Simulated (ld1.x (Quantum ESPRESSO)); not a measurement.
**Cutoff test, Al (Z = 13), PAW**

ld1.x (Quantum ESPRESSO) 7.5 input, shortened:

```
&input
   title='Al', zed=13., rel=0, dft='PBESOL', iswitch=3,
   config='[Ne] 3s1 3p0 3d-2'
 /
 &inputp
   pseudotype=3, lpaw=.true., tm=.true., lloc=-2, rcloc=0.90,
   nlcc=.true., new_core_ps=.true., rcore=0.95,
   which_augfun='PSQ', rmatch_augfun=0.90
 /
6
2S  1  0   2.00   0.00  0.95  1.20  0.0
3S  2  0   1.00   0.00  0.95  1.20  0.0
2P  2  1   6.00   0.00  0.90  1.20  0.0
3P  3  1   0.00   0.00  0.90  1.20  0.0
3D  3  2  -2.00   0.20  1.05  1.20  0.0
3D  3  2  -2.00   1.30  1.05  1.20  0.0
 &test
   configts(1)='2s2 2p6 3s1 3p0'
 /
```

The pseudo-atom Hamiltonian at the reference potential is diagonalised in spherical Bessel functions j_l(qr) that vanish at 20 bohr, with q² up to the cutoff. All-electron valence levels (Ry): 2s -9.4060, 3s -1.7351, 2p -6.6270, 3p -1.2602.

Q: How do the lowest levels (Ry) of each channel move with the cutoff, and are there ghosts?

A:

```tsv
cutoff (Ry)	s #1	s #2	p #1	p #2	d #1	d #2	f #1	Σ f·Δε (mRy)
8	-8.4579	-1.4207	-4.3353	-0.8981	-0.6765	-0.3139	-0.2889	15962.2
18	-9.2953	-1.5718	-6.1813	-1.0706	-0.6907	-0.3200	-0.2890	3060.0
35	-9.4024	-1.6512	-6.5964	-1.1325	-0.6970	-0.3227	-0.2890	275.9
55	-9.4055	-1.7237	-6.6257	-1.1698	-0.6985	-0.3233	-0.2890	21.6
90	-9.4060	-1.7348	-6.6269	-1.2562	-0.6986	-0.3234	-0.2890	2.2
140	-9.4061	-1.7353	-6.6271	-1.2598	-0.6986	-0.3234	-0.2890	0.3
400	-9.4061	-1.7354	-6.6271	-1.2603	-0.6986	-0.3234	-0.2890	0.0
```

Result: no extra level below or beside the all-electron valence levels (s, p, d, f tested); 10 mRy is reached at 70 Ry and 1 mRy at 110 Ry.

Test run stopped at test 6 of 7 (negative rho), 5 before it not solved.
